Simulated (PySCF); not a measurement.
2-methylbenzoxazole, C₈H₇NO.
Structure used (PBE0-D3(BJ)/def2-SVP), in Å, numbered top down from 1:
```
atom  x, y, z in Å
C1     3.2348   -0.0661    0.0383
C2     1.7624   -0.0084    0.1559
N3     1.0537    0.2400    1.2047
C4    -0.2597    0.1679    0.7664
C5    -1.4735    0.3420    1.4336
C6    -2.6403    0.1950    0.6879
C7    -2.6057   -0.1163   -0.6820
C8    -1.4008   -0.2920   -1.3627
C9    -0.2525   -0.1397   -0.6013
O10    1.0473   -0.2485   -0.9813
H11    3.6797    0.1532    1.0152
H12    3.5944    0.6648   -0.7018
H13    3.5586   -1.0634   -0.2964
H14   -1.4944    0.5829    2.4977
H15   -3.6089    0.3237    1.1762
H16   -3.5458   -0.2233   -1.2280
H17   -1.3618   -0.5335   -2.4258
```

All values: CAM-B3LYP/def2-SVPD (PySCF, non-relativistic), on one gas-phase PBE0-D3(BJ)/def2-SVP geometry that isn't relaxed in the solvent. The solvent is an IEF-PCM continuum (Bondi radii, 1.10 Å for H, scaled by 1.2). Only the electrostatic response of the medium enters.

Gas phase at CAM-B3LYP/def2-SVPD: HOMO -8.02 eV, LUMO 0.22 eV, dipole 1.27 D.

**Question.** What does the continuum do to the energy, the frontier levels and the dipole at CAM-B3LYP/def2-SVPD in chloroform and acetone?

**Answer.** 
```
   solvent      ε  E(solvent) − E(gas) (kJ/mol)  polarisation term (kJ/mol)  distortion of the solute (kJ/mol)  HOMO (eV)  LUMO (eV)  dipole (D)
chloroform  4.711                        -16.26                      -18.09                               1.83      -8.06       0.22        1.67
   acetone  20.49                        -21.81                      -25.23                               3.42      -8.09       0.19        1.84
```

Polarisation term: ½ Σ q·V over the induced surface charges. Distortion: the rise of the solute's own energy as its density leaves the gas-phase optimum. From chloroform to acetone the lowering changes by a factor 1.34, Onsager's factor (ε − 1)/(2ε + 1) by 1.30 and ε itself by 4.3.

**Question.** Which radius a makes the point-dipole formula ΔE = −[(ε − 1)/(2ε + 1)]·μ²/a³ give the value in acetone, with the gas-phase dipole?

**Answer.** μ = 0.499 au and |ΔE| = 0.00831 Eh give a = 1.27 Å; the farthest nucleus lies 3.85 Å from the centroid of the nuclei, so such a sphere wouldn't even hold the nuclei. The formula assumes a rigid point dipole at the centre of a sphere.

**Question.** Give the dipole vector in the frame of the coordinates (D, pointing from negative to positive charge), gas and acetone.

**Answer.** Gas (0.32, -0.28, -1.20), solvent (0.30, -0.41, -1.77). Its length changes by +45 % and its direction by 5°.

**Question.** How does the static polarisability (CAM-B3LYP/def2-SVPD, frozen core, with the continuum's full static response) change?

**Answer.** 
```
    medium  isotropic (au)  principal values (au)  ⟨r²⟩ of the electrons (bohr²)
       gas           101.1     59.3, 100.5, 143.5                         1370.1
chloroform           127.7     73.5, 130.8, 178.8                         1368.4
   acetone           138.5     81.1, 143.6, 190.8                         1367.7
```

The isotropic value in acetone is 1.37 times the gas-phase one; no cavity-field correction is applied. ⟨r²⟩ is taken about the centre of nuclear charge.
